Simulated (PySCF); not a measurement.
A structure optimised at PBE0-D3(BJ)/def2-SVP, used in a PySCF frequency run:

```xyz
3

Hg     0.0000     0.0000     0.0000
I      0.0000     0.0000    -2.6062
I      0.0000     0.0000     2.6062
```

Question: Write its SMILES, formula and point group.

Answer: [I][Hg][I], HgI2, D∞h

Question: What are its rotational constants (standard atomic weights)?

Answer: 0.29315 GHz (linear rotor, B only)
